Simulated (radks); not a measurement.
Results of a calculation; reference values are marked as such.
Question: These are the eigenvalues of the occupied orbitals of an atom or ion with whole-number occupations (eV). Code: a radial shooting solver on a logarithmic mesh with Libxc functionals. Model: scalar-relativistic Kohn-Sham, PBE, spin-unpolarised, spherical densities, point nucleus.

orbital  eigenvalue
1s        -88361.56
2s        -15987.44
2p        -13742.44
3s        -4004.373
3p        -3360.760
3d        -2705.606
4s        -1074.176
4p        -863.0130
4d        -618.9010
5s        -350.7773
4f        -349.0554
5p        -287.5885
5d        -211.9718

Which element is it, and in what charge state? The configuration may be excited.

Answer: Z = 82, lead, charge +12: Pb12+ in [Xe] 4f14 5d2. The list shows which subshells hold electrons but not how many an open one holds; the 1s level, -3247.2 hartree, gives Z - s = 80.6 by -(Z - s)^2/2, which with screening and relativity narrows Z to a few neighbours, and the depths of the outer levels then fix element, charge and occupations together.
